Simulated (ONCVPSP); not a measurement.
F: one change to an ONCV potential, before and after

ONCVPSP 4.0.1 input, shortened (lines: element, Z, core and valence counts, functional; n l f; lmax; l rc ep ncon nbas qcut; lloc lpopt rc5 dvloc0; l nproj debl; icmod fcfact rcfact), LDA (Perdew-Zunger), scalar-relativistic:

```
  F 9.00    1    2        3      upf
    1    0    2.00
    2    0    2.00
    2    1    5.00
    1
    0    0.70    0.00    4    7   11.10
    1    1.80    0.00    4    8    7.60
    4    5    0.65    3.00
    0    1    1.30
    1    2    3.00
    1    0.65    0.00
```

All-electron outer shells of the reference configuration (LDA (Perdew-Zunger), scalar-relativistic, ld1.x):

```tsv
shell	level (eV)	outermost node (bohr)	outermost maximum (bohr)
1s	-658.96	–	0.12
2s	-29.65	0.24	0.77
2p	-11.29	–	0.71
```

Change: s: qcut 8.6; p: qcut 5.9.

Cutoffs: the cutoffs (Ha) at which the residual kinetic energy of the hardest occupied pseudo-wave falls to 1 and 0.1 mHa per electron; they do not see the model core or the augmentation charge, which bear on the density cutoff. Errors are all-electron minus pseudo energies relative to the spin-unpolarised reference configuration.

Task: Predict the effect on cutoff, ghosts and configuration errors.

Result: The potential gets harder (56 Ha and 111 Ha → 162 Ha and 234 Ha); of the 4 tests that both files solve, the error grows in 4 and shrinks in 0 by more than 15 % and 0.3 meV (median size 486.4 → 735.9 meV); neither file shows a bound ghost.

| quantity | base | changed |
| --- | --- | --- |
| cutoff, loose | 56 Ha | 162 Ha |
| cutoff, tight | 111 Ha | 234 Ha |
| loose cutoff by channel | s 56 Ha, p 22 Ha | s 162 Ha, p 18 Ha |
| bound ghosts | none | none |
| GHOST(+) flags under 300 eV | none | none |
| error for 2s2 2p4, meV [ΔE 19.56 eV] | +123 | +191 |
| error for 2s2 2p3, meV [ΔE 58.07 eV] | +846 | +1268 |
| error for 2s2 2p2, meV [ΔE 118.80 eV] | +2884 | +4191 |
| error for 2s1 2p5, meV [ΔE 38.21 eV] | -127 | -204 |
| s: phases at 0.71 bohr within 0.05 rad from the reference energy up to (Ha; the scan ends near 5) | to the end of the scan | to the end of the scan |
| p: phases at 1.82 bohr within 0.05 rad from the reference energy up to (Ha; the scan ends near 5) | to the end of the scan | to the end of the scan |
| rms error of d²Exc/dni dnj with the model core, mHa | 0.88 | 0.67 |
